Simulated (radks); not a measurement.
Task: Species: Ga3+. Configuration: [Ar] 3d9 4s1 (not the ground configuration). Calculated with a radial shooting solver on a logarithmic mesh with Libxc functionals: non-relativistic Kohn-Sham, BP86, spin-polarised, spherical densities, point nucleus; open shells are filled with parallel spins first. Some entries of the table are withheld. Estimate them.

orbital,occ.,eigenvalue (eV),r(max) (bohr),<r^2> (bohr^2)
1s up,1,-10138.94,0.03261,0.003272
1s down,1,-10138.85,0.03261,0.003272
2s up,1,-1277.689,0.1858,0.05782
2s down,1,-1276.882,0.1858,0.05778
2p up,3,-1137.023,0.1479,0.04523
2p down,3,-1136.411,0.1479,0.04519
3s up,1,-187.0481,0.5717,0.4984
3s down,1,-185.6502,0.5720,0.4987
3p up,3,-141.3036,0.5681,0.5365
3p down,3,-139.8943,0.5685,0.5365
3d up,5,-62.5479,0.5239,0.7104
3d down,4,-61.0393,0.5248,0.7070
4s up,1,-39.8241,1.689,(1)
4s down,0,-37.8405,1.688,(2)
4p up,0,-30.2422,(3),(4)
4p down,0,-28.4171,(5),(6)
4d up,0,-17.0803,2.633,10.54

Result: 
(1) 4s up <r^2> (bohr^2): 4.091
(2) 4s down <r^2> (bohr^2): 4.177
(3) 4p up r(max) (bohr): 1.909
(4) 4p up <r^2> (bohr^2): 5.337
(5) 4p down r(max) (bohr): 1.926
(6) 4p down <r^2> (bohr^2): 5.583
